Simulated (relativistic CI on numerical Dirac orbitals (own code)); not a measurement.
**What each ingredient does to the levels of W⁴⁴⁺**

Base calculation: Dirac-Coulomb-Breit CI, orbitals from a KLI potential per configuration, QED by a radiative potential, unscaled Slater integrals.

Configuration list (outside the closed core [Ar]): 3d¹⁰4s², 3d¹⁰4s4p, 3d¹⁰4p², 3d¹⁰4s4d, 3d¹⁰4s4f, 3d¹⁰4d², 3d¹⁰4p4d, 3d¹⁰4f², 3d¹⁰4p4f, 3d¹⁰4d4f, 3d¹⁰4s5s, 3d¹⁰4s5p, 3d¹⁰4s5d, 3d¹⁰4s5f, 3d¹⁰4s5g, 3d¹⁰4s6s, 3d¹⁰4s6p, 3d¹⁰4s6d, 3d¹⁰4s6f, 3d¹⁰4s7s, 3d⁹4s²4p, 3d⁹4s²4d, 3d⁹4s²4f, 3d⁹4s²5s, 3d⁹4s²5p, 3d⁹4s²5d. Double excitations out of closed p, d and f shells are left out; levels of such configurations are missing from the list, as are those of other unlisted configurations, and high levels can miss mixing partners. These lack a partner that the ground configuration has and come out too high: 3d⁹4s²4p, 3d⁹4s²4d, 3d⁹4s²4f, 3d⁹4s²5s, 3d⁹4s²5p.

Variants: (1) configuration mixing switched off. Shifts of the energy above 3d¹⁰4s² ¹S0, in eV, for the lowest level and the first level of each name with at least 55 % of one term (blank where a level changes its place among those of its configuration and J or its character, or is not in the variant):

```
        Level     Base    Δ(1)
  3d¹⁰4s² ¹S0    0.000   0.000
3d¹⁰4s4p ³P°0   85.990  -1.876
3d¹⁰4s4p ³P°1   93.124  -1.322
3d¹⁰4s4p ³P°2  185.939  -1.833
  3d¹⁰4p² ³P0  197.763  -2.158
3d¹⁰4s4p ¹P°1  203.719  +0.042
  3d¹⁰4p² ³P1  291.232  -1.769
  3d¹⁰4p² ¹D2  292.487  +1.767
 3d¹⁰4s4d ³D1  345.098  -1.821
 3d¹⁰4s4d ³D2  348.576  -1.902
 3d¹⁰4s4d ³D3  366.121  -1.763
 3d¹⁰4s4d ¹D2  371.732  +1.345
  3d¹⁰4p² ¹S0  403.365  -1.206
3d¹⁰4p4d ³F°2  435.712  -1.712
3d¹⁰4p4d ³F°3  466.263  -0.598
3d¹⁰4s4f ³F°2  532.570  -1.573
3d¹⁰4s4f ³F°4  535.982  +0.214
3d¹⁰4p4d ³P°0  546.487  -1.881
3d¹⁰4p4d ³P°1  547.755  -1.844
3d¹⁰4p4d ³F°4  559.051  -4.420
3d¹⁰4p4d ¹P°1  579.304  -2.017
 3d¹⁰4p4f ³G3  628.863  -2.027
```

At this charge energies of transitions that change n are usually good to better than 1 %, and those within a shell (Δn = 0) to a few per cent.

Ionisation energy from the two ground configurations alone: base 2351.4 eV. The NIST ASD value (semi-empirical) is 2354.5 eV.

LS names give the leading component of a level, which can be under half, so a name can repeat, a term be missing and a line seem to break the LS rules.
